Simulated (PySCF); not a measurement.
# Electric field gradients and quadrupole coupling constants

Compound: C₅H₉F₃O₂Si.
Structure used (GFN2-xTB), in Å, numbered top down from 1:
```xyz
20
C5H9F3O2Si angstrom
C     -1.7203   -1.5703    0.5753
C     -0.5313   -0.6159    0.5875
C      0.7731   -1.3567    0.2110
C      1.9271   -0.4170    0.2828
F      2.4703   -0.2503    1.5051
C      2.3829    0.3194   -0.7221
F      1.9181    0.2196   -1.9635
F      3.3696    1.2023   -0.6651
O     -0.7232    0.4009   -0.3450
Si    -1.0582    1.9784   -0.1173
O     -1.0372    2.6097   -1.6016
H     -1.5708   -2.3743    1.2905
H     -1.8451   -1.9902   -0.4196
H     -2.6227   -1.0237    0.8356
H     -0.4159   -0.1885    1.5928
H      0.6753   -1.7373   -0.8055
H      0.9380   -2.1806    0.9050
H     -0.0347    2.5716    0.7462
H     -2.4079    2.1912    0.3882
H     -0.4926    2.2224   -2.2832
```

Field gradients from the PBE0/pcSseg-1 density (PySCF, non-relativistic), principal values in atomic units, ordered |Vxx| ≤ |Vyy| ≤ |Vzz|:

```json
{"atom": "O9", "Vxx": "-0.4972", "Vyy": "-1.1760", "Vzz": "1.6732"}
{"atom": "O11", "Vxx": "-0.4307", "Vyy": "-1.1158", "Vzz": "1.5465"}
```

Problem. Find the asymmetry η = (Vxx − Vyy)/Vzz and the couplings χ = eQV/h (234.96 MHz × Q in barn × V in au), with Q(17O) = −0.0256 b.

Solution. 
| atom | environment | nucleus | η | χzz (MHz) | χxx (MHz) | χyy (MHz) |
| --- | --- | --- | --- | --- | --- | --- |
| O9 | silyl ether oxygen | 17O | 0.41 | -10.06 | 2.99 | 7.07 |
| O11 | silanol oxygen | 17O | 0.44 | -9.30 | 2.59 | 6.71 |

The tensor is traceless: Vxx + Vyy + Vzz = 0.

Problem. What is Vzz at O11 in SI units (1 au = 9.71736 × 10²¹ V/m²)?

Solution. 1.5465 au = 15.028 × 10²¹ V/m².

Were the hydrogens deuterons (Q(2H) = 0.00286 b), χzz would run from 104 kHz (H18) to 341 kHz (H20).

One conformer (not necessarily the lowest) at the GFN2-xTB geometry, without solvent, vibrations or thermal averaging. GFN2-xTB bond lengths can be off by several hundredths of an ångström, more for odd bonds, and the gradients follow them. The small basis limits the accuracy of the gradients.

The run behind these numbers computed NMR shieldings as well. On one thread, Arm Neoverse V1 (aarch64), no GPU (shared host), this took 62 s and 1.0 GiB of memory at its peak.
